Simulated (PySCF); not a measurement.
**Ionising RbLi**

CAM-B3LYP; Rb def2-SVPD with ECP28, Li def2-SVPD; scalar-relativistic core potentials (PySCF 2.14). Neutral (UKS): singlet (closed shell), Re = 3.508 Å, ωe = 194 cm⁻¹, De = 0.59 eV, HOMO -3.89 eV, LUMO -0.73 eV.

RbLi⁻ (UKS): doublet (σ ↑), Re = 3.992 Å, ωe = 117 cm⁻¹, De = 0.60 eV to Rb + Li⁻. The energies at the minima are -31.54480 hartree for RbLi and -31.56123 for RbLi⁻.

(1) Work out the adiabatic electron affinity, without and with harmonic zero-point energies (1 hartree = 27.2114 eV, 1 eV = 8065.5 cm⁻¹), and the change of the bond length.

Closed-shell solutions of metal pairs were not tested for spin polarisation, which can lower them a little. Spin–orbit coupling is left out. For an ion De counts to the pair picked by the measured ionisation energies or electron affinities, which need not be the lowest pair at this level. States were picked by a PBE0 search and need not be the measured ground states.

Results:

(1) At CAM-B3LYP: 0.01643 hartree = 0.447 eV between the minima; the zero-point term (194.0 − 117.0)/2 cm⁻¹ = +0.005 eV makes it 0.452 eV. Re changes by +48.4 pm against the neutral. The electron enters a σ orbital, and the ion is left as a loose complex of an ion and an atom.
